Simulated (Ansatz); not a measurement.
FeCl3, relaxed as a doublet with UKS r2SCAN-D4/def2-SVP in Ansatz, starting from the r2SCAN-D4/def2-SVP geometry of the neutral sextet. Force threshold 0.02 eV/Å.

The charge 0 doublet is spin-contaminated (final ⟨S²⟩ up to 2.33, 0.75 for a pure state). At r2SCAN-D4/def2-SVP a sextet of charge 0 lies 1.54 eV below the doublet, each at its own geometry.

Start:

```xyz
4

Fe    0.0009   -0.0035    0.0083
Cl    0.7887   -1.7717   -0.9145
Cl    1.3202    1.5917    0.5682
Cl   -2.1098    0.1835    0.3379
```

(1) Estimate the energy that the relaxation releases and the steps that it takes.

(2) Does the start keep its bonding and symmetry?

(3) Predict the relaxed structure.

## Answers

(1) 1.2 kcal/mol, in 4 steps; 87 s on 4 threads of Arm Neoverse V1 on a shared host. No frequencies were taken in this run, so the end may be a saddle point.

(2) By distances, no bond broke or formed. The bond that changes most is Fe1–Cl3, from 2.14 to 2.11 Å (atoms count from 1). Point group D3h at the start, C3v at the end, both within 0.05 Å.

(3) 
Cartesian coordinates in Å:
```
Fe 0.016 -0.062 0.136
Cl 0.768 -1.718 -0.939
Cl 1.289 1.580 0.515
Cl -2.074 0.200 0.289
```
Bond lengths: 3 × Cl–Fe 2.11 Å.
